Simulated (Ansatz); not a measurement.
**GeH2Cl2 (dichlorogermane): methods side by side**

GeH2Cl2: 5 atoms, total charge 0, spin state singlet. SMILES: `[Cl][GeH2][Cl]`. Geometry: optimised at wB97X-V/def2-SVP.

Each level gives the adiabatic ionisation energy (to the doublet cation, shapes relaxed at wB97X-V/def2-SVP, no zero-point term) (eV). The values are calculated.

```csv
level,kind,program,value (eV),CPU time (all runs)
HF/def2-TZVP,Hartree–Fock,Ansatz,10.22,27 s
PBE/def2-TZVP,GGA,Ansatz,10.98,27 s
B3LYP/def2-TZVP,global hybrid,Ansatz,11.24,47 s
wB97M-V/def2-TZVP,range-separated hybrid,Ansatz,11.35,1.8 min
MP2/def2-TZVP,perturbation theory,Ansatz,11.43,45 s
```

All-electron rows without a relativistic Hamiltonian named are non-relativistic. The values span 10.22 to 11.43 eV. In the correlated wave-function rows the outer d shell of Ge is correlated, in sets not made for it. CPU times are rough (shared hosts, several kinds of processor): they show what a rung costs within a factor of a few.
